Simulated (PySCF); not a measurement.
Working out the ionisation energy of Os

Os [Xe] 4f14 5d6 6s2 (5D) → Os⁺ [Xe] 4f14 5d6 6s1 (6D). All numbers are calculated (PySCF 2.14, scalar relativity through the core potential, in def2-TZVPPD with the def2 core potential (60 electrons) (6s5p3d2f1g, 59 functions)). Frozen: 5s2 5p6. Energies in hartree (1 hartree = 27.21139 eV):

| part | Os (lower) | Os⁺ (upper) |
| --- | --- | --- |
| UHF | -89.838555 | -89.599547 |
| CCSD correlation | -0.179347 | -0.128985 |
| (T) | -0.007314 | -0.003479 |

Task: What does Hartree-Fock give?

Result: (-89.599547) − (-89.838555) = 0.239008 hartree = 6.504 eV.

Task: What do CCSD and CCSD(T) give?

Result: The CCSD correlation energies differ by 0.050362 hartree = 1.370 eV and the triples by 0.003835 hartree = 0.104 eV, so CCSD gives 7.874 eV and CCSD(T) 7.978 eV.

Measured between the centres of the two terms (NIST): 8.473 eV, so CCSD(T) (valence) is off by -0.495 eV.

What remains against the reference includes basis incompleteness, the frozen core and higher excitations.
